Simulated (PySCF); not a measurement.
# Core-level binding energies of `C[Si](C)(C)[Se][Si](C)(C)C`

Compound: C6H18SeSi2.
Atom-mapped SMILES: `[CH3:1][Si:2]([CH3:3])([CH3:4])[Se:5][Si:6]([CH3:7])([CH3:8])[CH3:9]`

Cartesian coordinates in Å at the PBE0-D3(BJ)/def2-SVP level; atoms count from 1:
```
atom  x, y, z in Å
C1     1.694    0.663   -1.378
Si2    1.763    0.127    0.423
C3     2.068   -1.724    0.538
C4     3.145    1.046    1.302
Se5   -0.141    0.703    1.580
Si6   -1.814    0.115    0.117
C7    -3.365    0.095    1.177
C8    -1.994    1.406   -1.237
C9    -1.532   -1.585   -0.635
H10    1.484    1.740   -1.460
H11    2.667    0.465   -1.856
H12    0.926    0.118   -1.946
H13    1.263   -2.303    0.063
H14    2.132   -2.036    1.591
H15    3.018   -1.985    0.042
H16    4.115    0.806    0.837
H17    2.995    2.135    1.245
H18    3.197    0.763    2.364
H19   -4.245   -0.159    0.563
H20   -3.541    1.080    1.636
H21   -3.281   -0.647    1.985
H22   -1.094    1.468   -1.867
H23   -2.851    1.161   -1.887
H24   -2.167    2.399   -0.797
H25   -0.645   -1.611   -1.284
H26   -1.405   -2.344    0.151
H27   -2.404   -1.866   -1.249
```

Computed, not measured: PySCF, delta-SCF UKS SCAN, pcX-2 on the ionised atom, pcseg-1 elsewhere, spin-free X2C. These are vertical core ionisation energies against the vacuum level, from separate self-consistent calculations with and without the core hole.

Q: List the computed XPS lines with their assignment.

A: 
```tsv
atom(s)	bonded to	level	binding energy (eV)	2p1/2 (eV)	count
Si2/Si6	3 C and Se	Si 1s	1845.93	–	2
C1 (×6)	3 H and Si	C 1s	289.88	–	6
Si2/Si6	3 C and Se	Si 2p3/2	106.05	106.67	2
```

Q: Which effective nuclear charge Zeff reproduces each element's mean 1s value in the hydrogen-like formula E = 13.606 eV × Zeff²?

A: C (Z = 6): mean 289.9 eV, Zeff = 4.62, Z − Zeff = 1.38; Si (Z = 14): mean 1845.9 eV, Zeff = 11.65, Z − Zeff = 2.35. Means run over the listed sites, weighted by atom count.

Q: What is the longest wavelength that can ionise Si 2p3/2 of Si2/Si6 vertically?

A: λ = hc/E = 12398.42 eV Å / 106.05 eV = 116.911 Å.

One atom of each set of topologically equivalent atoms was ionised and stands for the set; in this conformer not all members are related by symmetry, and their own values weren't computed. For 2p shells one spin-free hole was relaxed; a mean-field spin–orbit operator and the ground-state splitting of the three 2p orbitals were then diagonalised within the shell. The shell's mean is (2 × 2p3/2 + 2p1/2)/3, and the degeneracies 2j + 1 give areas of 2:1. 2p1/2 minus 2p3/2 (ligand field included): Si 0.63 eV. No level of selenium is listed. Isolated species at its PBE0-D3(BJ)/def2-SVP geometry, gas phase.
